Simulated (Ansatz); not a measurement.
Two isomers of C2H8SSi: A = `CCS[SiH3]`, B = `CC[SiH2]S`.

Gas-phase electronic energies from Ansatz, PBE0-D4/def2-TZVP geometries. CCSD(T)/CBS is the MP2 limit (def2-TZVPP, def2-QZVPP) plus CCSD(T) − MP2 in def2-TZVPP, frozen cores. This one scheme is used for every species. Functionals use def2-TZVPP. B3LYP here is the variant with VWN-RPA as its local correlation; programs differ in this. Each species was taken in one conformer, which may not be the lowest.

Question: Which is lower in electronic energy at CCSD(T)/CBS, and by how much? (Best estimate.)

Answer: Computed: B, by 45.0 kJ/mol.

Question: Give E(B) − E(A) in kJ/mol with CCSD(T)/def2-SVP, LDA (SPW92), CCSD/def2-TZVPP, r2SCAN-D4, HF/def2-TZVPP, ωB97M-V, B3LYP. (Estimate.)

Answer: Computed: CCSD(T)/def2-SVP -42.4, LDA (SPW92) -45.4, CCSD/def2-TZVPP -47.2, r2SCAN-D4 -46.0, HF/def2-TZVPP -43.6, ωB97M-V -47.4, B3LYP -44.4. None reverses the order clearly.

Question: Does the order hold for the free energy at 298.15 K (harmonic terms from PBE0-D4)? (An estimate is asked.)

Answer: Ansatz gave: Yes: G(B) − G(A) = -46.0 kJ/mol, for one conformer each. Modes under 60 cm⁻¹, often nearly free rotors, make the harmonic entropy too high.

Largest T1 diagnostic: 0.010.

Leaving LDA and LC-ωPBE aside and taking each functional with its dispersion term where it has one, the values, not all of them listed here, spread over 6.7 kJ/mol, from ωB97M-V to revPBE-D4.
